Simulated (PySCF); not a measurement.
Radial density of Cl²⁺ (chlorine, charge +2)

UHF, [Ne] 3s2 3p2 3d1, one real determinant (an excited configuration). Computed with PySCF 2.14 in aug-cc-pVTZ-DK, with scalar relativity by spin-free X2C-1e.

```json
{"r (bohr)": "0.00190", "4πr²ρ (e/bohr)": "0.1660", "4πr²(ρα − ρβ)": "0.0000"}
{"r (bohr)": "0.00319", "4πr²ρ (e/bohr)": "0.4284", "4πr²(ρα − ρβ)": "0.0000"}
{"r (bohr)": "0.00537", "4πr²ρ (e/bohr)": "1.082", "4πr²(ρα − ρβ)": "0.0000"}
{"r (bohr)": "0.00903", "4πr²ρ (e/bohr)": "2.614", "4πr²(ρα − ρβ)": "0.0001"}
{"r (bohr)": "0.0152", "4πr²ρ (e/bohr)": "5.845", "4πr²(ρα − ρβ)": "0.0003"}
{"r (bohr)": "0.0255", "4πr²ρ (e/bohr)": "11.43", "4πr²(ρα − ρβ)": "0.0016"}
{"r (bohr)": "0.0430", "4πr²ρ (e/bohr)": "17.79", "4πr²(ρα − ρβ)": "0.0086"}
{"r (bohr)": "0.0723", "4πr²ρ (e/bohr)": "19.24", "4πr²(ρα − ρβ)": "0.0413"}
{"r (bohr)": "0.122", "4πr²ρ (e/bohr)": "14.14", "4πr²(ρα − ρβ)": "0.1502"}
{"r (bohr)": "0.204", "4πr²ρ (e/bohr)": "15.13", "4πr²(ρα − ρβ)": "0.3187"}
{"r (bohr)": "0.344", "4πr²ρ (e/bohr)": "19.10", "4πr²(ρα − ρβ)": "0.2256"}
{"r (bohr)": "0.579", "4πr²ρ (e/bohr)": "8.569", "4πr²(ρα − ρβ)": "0.0467"}
{"r (bohr)": "0.973", "4πr²ρ (e/bohr)": "3.328", "4πr²(ρα − ρβ)": "1.2480"}
{"r (bohr)": "1.64", "4πr²ρ (e/bohr)": "2.966", "4πr²(ρα − ρβ)": "1.7199"}
{"r (bohr)": "2.75", "4πr²ρ (e/bohr)": "0.6077", "4πr²(ρα − ρβ)": "0.4950"}
{"r (bohr)": "4.63", "4πr²ρ (e/bohr)": "0.04217", "4πr²(ρα − ρβ)": "0.0416"}
{"r (bohr)": "7.79", "4πr²ρ (e/bohr)": "0.0001100", "4πr²(ρα − ρβ)": "0.0001"}
```

Densities and radii are taken from the X2C orbitals without a picture-change correction, which distorts them close to the nucleus.

⟨L²⟩ = 7.90 against 12 for a pure F term, so this real determinant mixes terms. The outer electron is Rydberg-like, and this basis confines it to a smaller radius and binds it less than a complete one would.
